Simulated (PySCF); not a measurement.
Sn(H)2(F)(OH) (FH3OSn), SMILES [OH][SnH2][F]. Atoms are numbered in the order given.

```xyz
6

Sn     0.2970     0.0235     0.0000
O     -0.7750    -1.6054     0.0000
F     -1.0250     1.4197     0.0000
H      1.1476     0.1545    -1.4636
H      1.1476     0.1545     1.4636
H     -1.7178    -1.4197     0.0000
```
Charge 0, spin multiplicity 1.

The structure is a stationary point at PBE0-D3(BJ)/def2-TZVP. The geometry has at least one imaginary mode, so it is a saddle point at that level. The def2 effective core potentials stand for the cores of Sn; spin–orbit coupling is left out. The values are those of a single conformer.

Calculation: TDA-B3LYP/def2-SVPD (PySCF).

Vertical excitations.  State labels are in the subgroup Cs.

Q: Estimate the UV-visible absorptions. (Estimate from the structure and the level; the computed values follow.)

A: 
```csv
state,symmetry,energy (eV),λ (nm),f,main pairs
S1,A",6.38,194,0.046,HOMO→LUMO 84 %
S2,A",6.55,189,0.001,HOMO→LUMO+1 96 %
S3,A",7.22,172,0.021,HOMO→LUMO+2 88 %
S4,A',7.49,165,0.009,HOMO−1→LUMO+1 96 %
S5,A',7.62,163,0.129,HOMO−1→LUMO 85 %
S6,A",7.69,161,0.019,"HOMO−2→LUMO+1 50 %, HOMO−2→LUMO 39 %"
S7,A",7.92,156,0.009,"HOMO−2→LUMO+1 42 %, HOMO−2→LUMO 29 %, HOMO→LUMO+3 21 %"
S8,A',8.16,152,0.023,HOMO−1→LUMO+2 97 %
S9,A",8.18,152,0.011,HOMO→LUMO+3 71 %
S10,A',8.55,145,0.032,"HOMO−3→LUMO 77 %, HOMO−4→LUMO 14 %"
T1,A",5.65,219,0,HOMO→LUMO 86 %
T2,A",6.33,196,0,HOMO→LUMO+1 81 %
T3,A",6.58,188,0,"HOMO→LUMO+2 58 %, HOMO−2→LUMO 25 %"
T4,A',6.60,188,0,HOMO−1→LUMO 90 %
```
Triplets are in the Tamm–Dancoff approximation.
